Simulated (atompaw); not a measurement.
**u(r) = r·R(r): atom against pseudo-atom (Sm)**

Columns: radius, all-electron u(r) and pseudo u(r) of the 5s shell (level -49.43 eV) of samarium in the configuration [Kr] 4d10 4f6 5s2 5p6 5d0 6s1 6p0; PBE, scalar-relativistic, PAW (atompaw) scheme, atompaw 4.2.0.5.

```csv
r (bohr),all-electron,pseudo
0.115,0.0391,0.2370
0.231,0.2756,0.4659
0.346,-0.2863,0.6733
0.462,-0.5327,0.8547
0.577,-0.3494,1.0009
0.692,0.0222,1.1093
0.808,0.3983,1.1792
0.923,0.6879,1.2099
1.038,0.8754,1.2053
1.154,0.9723,1.1697
1.269,0.9971,1.1098
1.385,0.9714,1.0313
1.500,0.9133,0.9425
1.615,0.8366,0.8487
1.731,0.7508,0.7543
1.846,0.6640,0.6645
1.962,0.5795,0.5795
2.077,0.5014,0.5014
2.192,0.4305,0.4305
2.308,0.3666,0.3666
2.423,0.3110,0.3110
2.538,0.2627,0.2627
2.654,0.2206,0.2206
2.769,0.1850,0.1850
2.885,0.1544,0.1544
3.000,0.1288,0.1288
```

Q: How many radial nodes do the two functions have?

A: The all-electron 5s function has n − l − 1 = 4 (the table is too coarse to show those close to the nucleus); the pseudo-wave has 0, since the states of the same l below it are removed with the core.

Q: At about which radius was the pseudo-wave matched?

A: 1.95 bohr, where the columns begin to agree (steps of 0.12 bohr).

Q: Is the pseudo-wave norm-conserving?

A: No, it belongs to a PAW set: the norm inside the radius is not constrained, and the difference is carried by the augmentation charge.
